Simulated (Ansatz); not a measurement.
Spectroscopic constants of MgP+, multiplicity 5 (an upper state: multiplicity 3 came lower at CCSD(T)/def2-TZVPP on PBE0 minima).

The constants come from a fifth-degree fit in 1/R (seven points, main isotopes). Runs in def2 and cc sets follow the lowest solution found near the PBE0 minimum.

Run with Ansatz (an electronic-structure program). Values without a source in brackets are computed.

```json
[
 {"level": "PBE/def2-TZVPP", "r_e (Å)": "3.173", "ω_e (cm⁻¹)": "114", "ω_e x_e (cm⁻¹)": "1.8", "B_e (cm⁻¹)": "0.124"},
 {"level": "PBE0/def2-TZVPP", "r_e (Å)": "3.176", "ω_e (cm⁻¹)": "109", "ω_e x_e (cm⁻¹)": "1.9", "B_e (cm⁻¹)": "0.124"},
 {"level": "wB97X-V/def2-TZVPP", "r_e (Å)": "3.266", "ω_e (cm⁻¹)": "86", "ω_e x_e (cm⁻¹)": "2.8", "B_e (cm⁻¹)": "0.117"},
 {"level": "CCSD/def2-TZVPP", "r_e (Å)": "3.285", "ω_e (cm⁻¹)": "84", "ω_e x_e (cm⁻¹)": "2.6", "B_e (cm⁻¹)": "0.116"},
 {"level": "CCSD(T)/def2-TZVPP", "r_e (Å)": "3.263", "ω_e (cm⁻¹)": "87", "ω_e x_e (cm⁻¹)": "2.6", "B_e (cm⁻¹)": "0.117"}
]
```

Correlated levels freeze the inner cores; with def2 sets outer-core shells near the valence are correlated too.
